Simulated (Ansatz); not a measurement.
The cluster InGa2, relaxed as a doublet with UKS PBE0-D4/def2-TZVP in Ansatz, starting from the GFN2-xTB geometry. Force threshold 0.02 eV/Å.

In the def2 sets In takes a core potential; there is no spin–orbit coupling. The charge 0 doublet is spin-contaminated (final ⟨S²⟩ up to 1.63, 0.75 for a pure state). Another isomer (quartet) lies 0.18 eV lower at PBE0-D4/def2-TZVP; other spin states weren't run for this one.

Start:

```xyz
3

Ga    2.452    0.145   -0.964
Ga   -2.445    0.700    0.704
In   -0.007   -0.845    0.260
```

Task: Estimate the energy that the relaxation releases and the steps that it takes.

Result: 64.1 kJ/mol, in 19 steps; 68 s on 4 threads of Arm Neoverse V2 on a shared host. The force fell under the threshold at step 17, but the optimiser went on. No frequencies were taken in this run, so the end may be a saddle point.

Task: Does the start keep its bonding and symmetry?

Result: Bonds formed: Ga1–Ga2 (atoms count from 1). Point group C2v at the start, Cs at the end, both within 0.05 Å.

Task: Predict the relaxed structure.

Result: 
```xyz
3

Ga    1.2784    0.8702   -0.7451
Ga   -1.1131    0.8511    0.1583
In   -0.1653   -1.7212    0.5868
```
Bond lengths (bridged metal pairs left out): 1 × Ga–Ga 2.56 Å; 1 × Ga–In 2.77 Å.
